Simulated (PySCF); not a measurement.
Ge(H)(Br)(NH2)2 (BrGeH5N2), SMILES [NH2][GeH]([NH2])[Br]. Atoms are numbered in the order given.

```xyz
9

Ge     0.2140    -0.4996     0.6424
N     -1.0835    -1.7488     0.8992
N      1.5508    -1.3738    -0.2475
Br    -0.3316     1.2611    -0.8055
H      0.4952     0.1629     2.0030
H     -1.3732    -2.2286     0.0462
H     -1.9101    -1.4291     1.4040
H      2.2140    -0.7498    -0.7071
H      2.0627    -2.0469     0.3249
```
Charge 0, spin multiplicity 1.

The structure is a stationary point at TPSSh-D3(BJ)/def2-SVP. The structure was generated by enumeration, and PubChem lists no compound with its InChIKey, so it may never have been made. The values are those of a single conformer.

Method: TDA-B3LYP/def2-SVPD in PySCF.

Vertical excitations. The molecule is in vacuum.

Question: List the lowest excited states. (Estimate from the structure and the level; the computed values follow.)

Answer: 
```csv
state,energy (eV),λ (nm),f,main pairs
S1,6.15,202,0.022,HOMO−1→LUMO 88 %
S2,6.21,199,0.056,"HOMO→LUMO 71 %, HOMO−2→LUMO 11 %"
S3,6.31,196,0.022,HOMO−2→LUMO 82 %
S4,6.54,190,0.032,"HOMO−1→LUMO+1 53 %, HOMO→LUMO+1 36 %"
S5,6.60,188,0.036,"HOMO→LUMO+1 46 %, HOMO−1→LUMO+1 32 %, HOMO→LUMO+2 16 %"
S6,6.73,184,0.056,"HOMO−3→LUMO 65 %, HOMO→LUMO+2 20 %"
S7,6.92,179,0.054,"HOMO→LUMO+2 48 %, HOMO→LUMO+1 15 %, HOMO−2→LUMO+1 13 %, HOMO−3→LUMO 10 %"
S8,7.06,176,0.016,"HOMO−1→LUMO+2 43 %, HOMO−2→LUMO+1 37 %, HOMO−1→LUMO+1 9 %"
S9,7.17,173,0.070,"HOMO−2→LUMO+1 37 %, HOMO−1→LUMO+2 34 %, HOMO−2→LUMO+2 10 %"
S10,7.22,172,0.013,HOMO−2→LUMO+2 84 %
T1,5.56,223,0,HOMO→LUMO 90 %
T2,5.73,216,0,"HOMO−1→LUMO 63 %, HOMO−2→LUMO 26 %"
T3,5.88,211,0,"HOMO−2→LUMO 66 %, HOMO−1→LUMO 17 %"
T4,6.11,203,0,HOMO−3→LUMO 85 %
```
Triplets are in the Tamm–Dancoff approximation.
